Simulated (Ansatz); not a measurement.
C$_{4}$H$_{14}$BN (`C[NH2+][B-](C)(C)C`), relaxed with RKS PBE-D4/def2-SVP in Ansatz 0.2.0 from a rough embedded geometry. The force threshold is 0.03 eV/Å; the program also tests the step.

The species carries charge 0 and has multiplicity 1.

Start:

```xyz
20

C     0.049    0.004   -2.110
N    -0.111    0.806   -0.964
B     0.009    0.042    0.383
C    -0.269    1.183    1.611
C     1.446   -0.615    0.568
C    -1.175   -1.077    0.543
H     1.032   -0.517   -2.141
H    -0.081    0.572   -3.057
H    -0.751   -0.855   -2.139
H     0.617    1.548   -0.979
H    -1.040    1.260   -1.010
H    -0.157    0.648    2.606
H    -1.193    1.576    1.473
H     0.586    1.894    1.539
H     1.551   -1.516   -0.056
H     2.218    0.072    0.330
H     1.566   -0.955    1.639
H    -0.941   -1.966   -0.088
H    -1.225   -1.413    1.605
H    -2.130   -0.690    0.246
```

```tsv
step	energy (eV)	largest force (eV/Å)	largest move (Å)
1	-6529.1246	4.959	0.000
2	-6529.8184	1.874	0.152
3	-6529.8292	1.667	0.184
4	-6529.9713	0.304	0.153
5	-6529.9819	0.071	0.044
6	-6529.9825	0.012	0.008
```

End:

```xyz
20

C     0.039   -0.032   -2.196
N    -0.118    0.771   -0.967
B    -0.005   -0.014    0.520
C    -0.231    1.204    1.582
C     1.491   -0.652    0.592
C    -1.204   -1.116    0.550
H     1.029   -0.521   -2.178
H    -0.054    0.584   -3.112
H    -0.733   -0.823   -2.205
H     0.586    1.525   -0.944
H    -1.033    1.247   -0.967
H    -0.176    0.815    2.621
H    -1.227    1.699    1.494
H     0.541    2.007    1.516
H     1.674   -1.486   -0.121
H     2.306    0.095    0.445
H     1.656   -1.081    1.604
H    -1.074   -1.962   -0.161
H    -1.250   -1.577    1.560
H    -2.216   -0.683    0.370
```

Hardware: 4 threads of an Intel Xeon Platinum 8259CL on a shared host. Wall time 21 s, peak host memory 0.23 GiB.
